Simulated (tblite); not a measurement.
C6H6F4O.
Numbering: `[CH3:1][C@@:2]1([C:3](=[O:4])[F:5])[CH2:6][C@H:7]1[C:8]([F:9])([F:10])[F:11]` (hydrogens: H12, H13, H14 on C1; H15, H16 on C6; H17 on C7)

Geometry (GFN2-xTB, Å), atoms numbered from 1 in this order:
```
atom  x, y, z in Å
C1    -1.1586    0.4957    1.0511
C2    -0.6063    0.0473   -0.2807
C3    -1.5266   -0.7167   -1.1558
O4    -1.2975   -1.2142   -2.2039
F5    -2.7749   -0.8071   -0.6309
C6     0.3934    0.9028   -1.0300
C7     0.8464   -0.3860   -0.4311
C8     1.7549   -0.4087    0.7680
F9     1.9211    0.7910    1.3430
F10    2.9787   -0.8399    0.4329
F11    1.3138   -1.2319    1.7328
H12   -2.0787    1.0576    0.9014
H13   -1.3819   -0.3646    1.6799
H14   -0.4503    1.1333    1.5716
H15    0.3160    0.9499   -2.1055
H16    0.7010    1.8231   -0.5568
H17    1.0426   -1.2194   -1.0960
```

Method: GFN2-xTB as coded in tblite; computed harmonic values from a numerical Hessian at the method's own geometry, unscaled. This tight-binding method is rough: wavenumbers can miss measured ones by several per cent, in bad cases by 10 to 20. One conformer, not necessarily the lowest.

Harmonic wavenumbers (cm⁻¹): 42.3, 56.4, 101.3, 127.6, 175.0, 215.5, 265.1, 285.3, 326.7, 374.1, 391.0, 452.0, 490.9, 523.0, 571.0, 613.9, 689.1, 742.7, 782.6, 884.5, 922.0, 933.0, 972.1, 1021.3, 1042.2, 1062.0, 1076.9, 1083.4, 1094.1, 1120.3, 1190.8, 1234.5, 1305.9, 1386.8, 1422.5, 1456.3, 1478.9, 1488.8, 1841.4, 3034.0, 3042.1, 3058.9, 3069.8, 3095.4, 3116.3.

A = 2097, B = 682.9, C = 638.3 MHz; mass 170.035 u (most abundant isotopes); point group C1, symmetry number 1.

**Question.** Zero-point energy?

**Answer.** Half the sum of the wavenumbers: 24830 cm⁻¹ = 70.99 kcal/mol.

**Question.** Give the ideal-gas entropy at 298.15 K and 1 bar in the rigid-rotor, harmonic-oscillator model (classical rotation).

**Answer.** Translation 41.33, rotation 30.24, vibration 31.97: S = 103.5 cal/(mol K).

**Question.** And Cp and H(298.15 K) − H(0)?

**Answer.** Cp = 40.76 cal/(mol K), of which vibrations give 32.82 (their classical limit is 45 R = 89.4); H(298.15 K) − H(0) = 7.37 kcal/mol without the zero-point energy, 5.00 from vibrations.

**Question.** Which modes carry the vibrational entropy at 298.15 K?

**Answer.** 42.3 cm⁻¹: 5.15; 56.4 cm⁻¹: 4.58; 101.3 cm⁻¹: 3.43; 127.6 cm⁻¹: 2.98; 175.0 cm⁻¹: 2.38; 215.5 cm⁻¹: 2.00 cal/(mol K); the other 39 give 11.45 together.

**Question.** What must be added to the electronic energy to get the Gibbs energy at 298.15 K and 1 bar?

**Answer.** ZPE + [H(298.15 K) − H(0)] − T·S = 70.99 + 7.37 − 30.87 = 47.49 kcal/mol.

**Question.** How do the functions run with temperature in this model?

**Answer.** 
```json
{"T (K)": "100", "S (cal/(mol K))": "72.4", "Cp (cal/(mol K))": "19.6", "H − H(0) (kcal/mol)": "1.35", "G − H(0) (kcal/mol)": "-5.89", "ln q(vib)": "2.00"}
{"T (K)": "200", "S (cal/(mol K))": "89.4", "Cp (cal/(mol K))": "30.5", "H − H(0) (kcal/mol)": "3.87", "G − H(0) (kcal/mol)": "-14.02", "ln q(vib)": "4.85"}
{"T (K)": "300", "S (cal/(mol K))": "103.8", "Cp (cal/(mol K))": "41.0", "H − H(0) (kcal/mol)": "7.44", "G − H(0) (kcal/mol)": "-23.69", "ln q(vib)": "7.70"}
{"T (K)": "500", "S (cal/(mol K))": "129.0", "Cp (cal/(mol K))": "57.9", "H − H(0) (kcal/mol)": "17.45", "G − H(0) (kcal/mol)": "-47.03", "ln q(vib)": "13.25"}
{"T (K)": "800", "S (cal/(mol K))": "159.7", "Cp (cal/(mol K))": "72.6", "H − H(0) (kcal/mol)": "37.27", "G − H(0) (kcal/mol)": "-90.53", "ln q(vib)": "20.98"}
{"T (K)": "1000", "S (cal/(mol K))": "176.6", "Cp (cal/(mol K))": "78.4", "H − H(0) (kcal/mol)": "52.40", "G − H(0) (kcal/mol)": "-124.21", "ln q(vib)": "25.65"}
```

q(vib) and H(0) count from the zero-point level.

**Question.** Blend soft modes into free rotors: weight 1/[1 + (100 cm⁻¹/ν̃)⁴] for the oscillator and the rest for a rotor with moment μB/(μ + B), μ = h/(8π²ν), B = 10⁻⁴⁴ kg m². What vibrational entropy results?

**Answer.** 29.15 cal/(mol K) in place of 31.97, which changes −T·S at 298.15 K by +0.84 kcal/mol.

Hindered rotation and anharmonicity are outside this model. Other conformers, if any are populated, would add a mixing term that is left out. The structure is chiral; the term R ln 2 for an equal mix with its mirror image is left out.
